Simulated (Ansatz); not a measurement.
C$_{3}$H$_{8}$B$_{2}$S, SMILES `C=CBB(C)S` at its PBE0-D4/def2-TZVP geometry, where that method's forces vanish. Total charge 0; spin multiplicity 1.

```csv
atom,x (Å),y (Å),z (Å)
C1,-1.8765,0.0380,2.1029
C2,-1.3663,0.1292,0.8687
B3,0.0786,-0.3228,0.5685
B4,0.8112,-0.2445,-0.9270
C5,1.6993,0.9375,-1.4565
S6,0.5848,-1.6320,-2.0441
H7,-2.8845,0.3628,2.3501
H8,-1.2852,-0.3707,2.9173
H9,-2.0063,0.5456,0.0916
H10,0.6847,-0.7902,1.5001
H11,2.1012,0.7958,-2.4625
H12,1.1228,1.8693,-1.4453
H13,2.5382,1.1050,-0.7718
H14,-0.2020,-2.4230,-1.2922
```

Question: For each bond, give half the difference of the two atoms' forces along it (eV/Å; positive pushes the atoms apart) under PBE-D4, r2SCAN-D4, B3LYP-D4, ωB97M-V in def2-TZVPP. (Estimate.)

Answer: The calculation gave: 
```csv
bond,length (Å),PBE-D4,r2SCAN-D4,B3LYP-D4,ωB97M-V
C1–C2,1.339,0.38,0.19,0.14,-0.02
C1–H7,1.087,0.00,-0.08,-0.10,-0.05
C1–H8,1.086,0.04,-0.05,-0.07,-0.05
C2–B3,1.543,-0.11,0.00,0.03,0.12
C2–H9,1.089,0.09,-0.02,-0.07,-0.08
B3–B4,1.667,-0.23,-0.13,-0.08,0.03
B3–H10,1.206,0.14,0.00,-0.10,-0.16
B4–C5,1.570,-0.01,0.01,0.05,0.07
B4–S6,1.796,0.14,0.14,0.14,0.04
C5–H11,1.093,0.11,-0.02,-0.03,-0.05
C5–H12,1.096,0.13,-0.01,-0.04,-0.06
C5–H13,1.096,0.13,-0.01,-0.04,-0.06
S6–H14,1.345,0.26,0.01,-0.03,-0.10
```

B3LYP here is the variant with VWN-RPA as its local correlation; programs differ in this.

Computed with Ansatz.
